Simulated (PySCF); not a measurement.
**Dipole response of Bi (bismuth, neutral)**

[Xe] 4f14 5d10 6s2 6p3, high-spin 4S determinant. All numbers are calculated (PySCF 2.14, a scalar-relativistic core potential, in aug-cc-pVDZ-PP with ECP60MDF). Coupled (time-dependent) response in atomic units; α is the mean over directions. A double-zeta set is small for polarisabilities.

```
method  mean α (bohr³)  C₆ (like pair)  S(−4)
   UHF           49.26           572.2  629.5
   PBE           53.42           620.4  850.2
  PBE0           51.09           589.5  734.8
 wB97X           50.24           576.3  706.0
PBEsol           53.23           617.0  839.9
```

S(−4) is the Cauchy moment in α(ω) = α(0) + S(−4) ω² + …

Reference α: 48 ± 4 bohr³ (recommended; Schwerdtfeger and Nagle, table of static dipole polarizabilities (2023 update)). Published C₆: 513.0 (Gould and Bucko (2016)).

α(iu) at PBEsol:

```json
{"u (hartree)": "0", "α(iu) (bohr³)": "53.23"}
{"u (hartree)": "0.0500", "α(iu) (bohr³)": "51.25"}
{"u (hartree)": "0.100", "α(iu) (bohr³)": "46.36"}
{"u (hartree)": "0.200", "α(iu) (bohr³)": "34.76"}
{"u (hartree)": "0.300", "α(iu) (bohr³)": "25.52"}
{"u (hartree)": "0.500", "α(iu) (bohr³)": "14.65"}
{"u (hartree)": "0.750", "α(iu) (bohr³)": "8.427"}
{"u (hartree)": "1.00", "α(iu) (bohr³)": "5.428"}
{"u (hartree)": "1.50", "α(iu) (bohr³)": "2.768"}
{"u (hartree)": "2.00", "α(iu) (bohr³)": "1.664"}
{"u (hartree)": "3.00", "α(iu) (bohr³)": "0.7883"}
{"u (hartree)": "5.00", "α(iu) (bohr³)": "0.2976"}
```

Energies and moments cover only the electrons outside the core potential. Spin-orbit coupling, which splits the p, d and f shells strongly at this Z, is absent. Spin-orbit coupling is strong in this species (close to jj coupling), so the high-spin LS determinant is a model state, not a physical level.
